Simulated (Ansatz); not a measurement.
`CBC1=CB1` + PH₃ → `CBP` + `B1C=C1` at 298.15 K and 1 bar (ligand exchange at a B–C bond).

Gas-phase electronic energies from Ansatz, PBE0-D4/def2-TZVP geometries. CCSD(T)/CBS adds triple-zeta CCSD(T) − MP2 to the extrapolated MP2 energy (def2 sets, frozen cores). This one scheme is used for every species. Each species was taken in one conformer, which may not be the lowest.

```json
{"species": "`CBC1=CB1`", "CCSD(T)/CBS energy (Eh)": "-167.30439", "H − E (kJ/mol)": "234.3", "S (J/(mol·K))": "327.0"}
{"species": "PH₃", "CCSD(T)/CBS energy (Eh)": "-342.72256", "H − E (kJ/mol)": "73.1", "S (J/(mol·K))": "210.2"}
{"species": "`CBP`", "CCSD(T)/CBS energy (Eh)": "-407.38441", "H − E (kJ/mol)": "190.6", "S (J/(mol·K))": "297.5"}
{"species": "`B1C=C1`", "CCSD(T)/CBS energy (Eh)": "-102.63332", "H − E (kJ/mol)": "121.3", "S (J/(mol·K))": "240.1"}
```

H − E and S are ideal-gas, rigid-rotor, harmonic terms from PBE0-D4/def2-TZVP, for one conformer and one mirror image of each species. 1 Eh = 2625.50 kJ/mol, R = 8.31446 J/(mol·K).

Question: By hand: ΔE, ΔH, ΔS and ΔG.

Answer: ΔE = (-407.38441) + (-102.63332) − (-167.30439) − (-342.72256) = 0.00922 Eh = 24.2 kJ/mol. Δ(H − E) = 190.6 + 121.3 − 234.3 − 73.1 = 4.5, so ΔH = 28.7 kJ/mol. ΔS = 297.5 + 240.1 − 327.0 − 210.2 = 0.4 J/(mol·K). ΔG = 28.7 − 298.15 × (0.4)/1000 = 28.6 kJ/mol.

Question: By hand: the equilibrium constant, and the temperature at which ΔG would vanish if ΔH and ΔS stayed fixed.

Answer: log₁₀ K = −ΔG/(RT ln 10) = -5.0. ΔG = 0 at ΔH/ΔS = 71750 K, far beyond where these terms or the molecules hold.

The number of gas molecules stays the same, so ΔS is small and ΔH decides. A doubt of 5 kJ/mol in ΔE shifts log₁₀ K by 0.9 here. Other conformers and mirror images would add mixing entropy, several J/(mol·K) or more a flexible species. These are equilibria of isolated gas molecules and say nothing of rates. Largest T1 diagnostic: 0.015 (customary marks: 0.02 for closed shells, 0.045 for open ones).
